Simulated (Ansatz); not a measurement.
Species: ZrF$_{3}$ (charge +1, singlet). The spin state was set by rule; other spins were not relaxed. SMILES of the parent species: [F][Zr]([F])[F]
Structure (B3LYP-D3(BJ)/def2-TZVP (Ansatz, an electronic-structure program) minimum search):
```
Zr
F 1 1.8481
F 1 1.8481 2 110.04
F 1 1.8481 2 110.04 3 121.42
```
Charge +1, spin multiplicity 1.

Q: Give the harmonic wavenumbers at B3LYP-D3(BJ)/def2-TZVP (Ansatz, finite differences of forces, unscaled).

A: 136, 180, 180, 750, 755, 755 cm⁻¹. Zero-point energy 3.9 kcal/mol.

Q: From these and the geometry, give the ideal-gas thermochemistry at 298.15 K and 1 atm (rigid rotor, harmonic oscillator).

A: Point group C3v, rotational symmetry number 3. Rotational constants 5.069, 5.069, 2.9 GHz. S(trans) 40.89, S(rot) 23.69, S(vib) 8.27, S(elec, spin only) 0.00, S 72.8 cal/(mol K). H(298) - H(0) 3.71 kcal/mol; G - E(el) -14.1 kcal/mol.
